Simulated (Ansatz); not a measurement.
Consider the formal exchange of groups at a Ga–Cl bond: `[SiH3][GaH][Cl]` + `BC1=CCO1` → `[BH2][GaH][SiH3]` + `ClC1=CCO1`.

Gas-phase electronic energies from Ansatz, PBE0-D4/def2-TZVP geometries. CCSD(T)/CBS adds triple-zeta CCSD(T) − MP2 to the extrapolated MP2 energy (def2 sets, frozen cores). Functionals use def2-TZVPP. HSE06 is defined as in plane-wave codes. For Ga outer-core shells are correlated without core-valence functions, which leaves a few kJ/mol of doubt a bond. Scalar relativity is left out up to krypton.

`[SiH3][GaH][Cl]`:

```xyz
7

Si   -0.955    0.170   -0.509
Ga    1.014   -0.412    0.741
Cl    2.720    0.841    0.305
H    -0.662    0.051   -1.962
H    -1.325    1.579   -0.208
H    -2.105   -0.713   -0.175
H     1.313   -1.515    1.809
```

`BC1=CCO1`:

```xyz
10

B    -0.678    0.650   -1.707
C    -0.110    0.085   -0.412
C    -0.184    0.378    0.907
C     0.717   -0.784    1.152
O     0.736   -1.020   -0.276
H    -0.423    0.155   -2.762
H    -1.389    1.606   -1.628
H    -0.678    1.124    1.507
H     0.290   -1.635    1.689
H     1.719   -0.561    1.530
```

`[BH2][GaH][SiH3]`:

```xyz
9

B    -2.151   -0.363    0.330
Ga   -0.213    0.041    0.895
Si    1.591    0.226   -0.714
H    -2.922    0.509    0.041
H    -2.559   -1.484    0.221
H     0.223    0.255    2.394
H     2.211    1.580   -0.634
H     1.163    0.010   -2.124
H     2.656   -0.773   -0.409
```

`ClC1=CCO1`:

Z-matrix (Å, degrees):
```
C
O 1 1.470
C 1 1.925 2 45.0
C 1 1.502 2 88.6 3 0.0
H 1 1.091 2 109.6 3 -118.6
H 1 1.091 2 109.6 3 118.6
Cl 3 1.687 1 170.2 2 -0.0
H 4 1.074 1 137.1 2 180.0
```

```json
{"level": "revPBE-D4", "ΔE (eV)": "2.24"}
{"level": "HSE06-D4", "ΔE (eV)": "2.32"}
{"level": "revPBE", "ΔE (eV)": "2.24"}
{"level": "SCS-MP2/def2-TZVPP", "ΔE (eV)": "2.41"}
```

Question: What does CCSD(T)/CBS give? (Best estimate.)

Answer: Ansatz gave: +2.38 eV. The listed levels differ from it by -0.14, -0.06, -0.14, 0.03 eV.

Largest T1 diagnostic among the species: 0.014.

In def2-TZVPP, CCSD(T) changes the Hartree–Fock value by −0.29 eV (the triples alone add −0.02 eV) and MP2 by −0.26 eV. At CCSD(T), def2-SVP lies +0.09 eV from the extrapolated value and def2-TZVPP −0.01 eV.
